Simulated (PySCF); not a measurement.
# Spin-rotation constants: SMILES CC#C[C@@H]1C=COC1=O, C$_{7}$H$_{6}$O$_{2}$

Cartesian coordinates in Å; atom numbers follow the order of the lines, from 1:
```xyz
15

C     3.1192    0.4020    0.2268
C     1.7355    0.0130    0.0789
C     0.5962   -0.3348   -0.0503
C    -0.7990   -0.7176   -0.1887
C    -1.6480    0.3399   -0.8313
C    -2.5721    0.7105    0.0438
O    -2.5006    0.0352    1.2383
C    -1.4690   -0.8454    1.1856
O    -1.1847   -1.5752    2.0850
H     3.6848    0.1187   -0.6606
H     3.1905    1.4802    0.3664
H     3.5482   -0.0967    1.0951
H    -0.8530   -1.6800   -0.7114
H    -1.4921    0.7218   -1.8192
H    -3.3605    1.4363   -0.0229
```

Method: GIAO KT1/STO-3G magnetisability, rotational g tensor and spin-rotation constants, non-relativistic, gas phase (PySCF). Geometry: GFN2-xTB.

**Question.** Give the nuclear spin-rotation constants along the inertial axes (H = +C I·J) beside the isotropic shieldings.

**Answer.** Rotational constants 3.1986, 1.0594, 0.8768 GHz. A star marks the isotopologue with that one atom substituted, in its own axes.
```csv
atom,isotope,Caa (kHz),Cbb (kHz),Ccc (kHz),mean (kHz),σ (ppm)
H10,1H,-0.211,-0.098,-0.049,-0.119,31.8
H11,1H,-0.357,-0.090,-0.017,-0.155,31.8
H12,1H,-0.336,0.002,-0.097,-0.144,31.8
H13,1H,-0.347,-0.113,0.023,-0.146,30.1
H14,1H,-0.323,0.055,-0.094,-0.121,28.3
H15,1H,-0.104,-0.033,-0.065,-0.067,26.8
C1,13C*,0.172,0.065,0.053,0.097,218.7
C2,13C*,0.143,0.193,0.149,0.162,172.0
C3,13C*,0.119,0.187,0.142,0.149,177.5
C4,13C*,0.302,0.084,0.082,0.156,198.9
C5,13C*,0.429,0.293,0.093,0.272,145.3
C6,13C*,0.610,0.304,0.138,0.351,118.0
O7,17O*,-0.387,-0.324,-0.076,-0.262,179.8
C8,13C*,0.822,0.145,0.188,0.385,123.7
O9,17O*,-0.769,-0.650,-0.112,-0.510,-9.4
```
For the geometry as given, no vibrational averaging.
